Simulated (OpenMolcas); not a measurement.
**N, As, Sb: ns2 np3 down the group**

```
Program             : OpenMolcas 26.06
Method              : RASSCF
Basis               : ANO-R3
Scalar Hamiltonian  : X2C, finite nucleus
Spin-orbit coupling : state interaction with AMFI integrals over the reference wave functions, term energies averaged over their components
```

Active space for each ion: 5 electrons in 9 orbitals (RAS2 s p; RAS3 d, at most 2 electrons).

Computed levels in cm-1 above 4S* 3/2:

| Level | N | As | Sb |
| --- | --- | --- | --- |
| 2D* 3/2 | 22545 | 13897 | 11812 |
| 2D* 5/2 | 22545 | 14113 | 12860 |
| 2P* 3/2 | 33447 | 22281 | 21228 |
| 2P* 1/2 | 33449 | 22025 | 19853 |
| weight of 4S* in the lowest level (%) | 100 | 100 | 98 |

Measured, with the error of the calculation in %. Measured levels: N, As, Sb from NIST Handbook of Basic Atomic Spectroscopic Data.

```
  Level              N             As             Sb
2D* 3/2  19233 (+17.2)  10593 (+31.2)   8512 (+38.8)
2D* 5/2  19224 (+17.3)  10915 (+29.3)   9854 (+30.5)
2P* 3/2  28839 (+16.0)  18648 (+19.5)  18464 (+15.0)
2P* 1/2  28839 (+16.0)  18186 (+21.1)  16395 (+21.1)
```

Without spin-orbit coupling 2D* lies 22545, 14047, 12477 cm-1 above 4S* in that order; the difference to the level 2D* 3/2, of either sign, comes from spin-orbit coupling, which also lowers the zero.

Without dynamic correlation excited terms often stand tens of per cent too high (terms of higher spin than the ground term too low), and those without a measured partner can miss by more than the paired ones (holds for N; As). Active for correlation alone: 3d; no level in the range computed is led by a configuration that fills it, so any true level of that kind is missing (holds for N). Some high roots are left out of the spin-orbit mixing, which shifts the levels that they would mix with (holds for As). Active for correlation alone: 4d; no level in the range computed is led by a configuration that fills it, so any true level of that kind is missing (holds for As). Active for correlation alone: 5d; no level in the range computed is led by a configuration that fills it, so any true level of that kind is missing (holds for Sb). Computed and measured levels are paired by configuration, term and J; levels that our copy of the source lacks, or whose pairing is in doubt (as where it misses far off the trend of its configuration), stay unpaired and out of the deviations. Only configurations of the active space appear.

* marks odd parity.
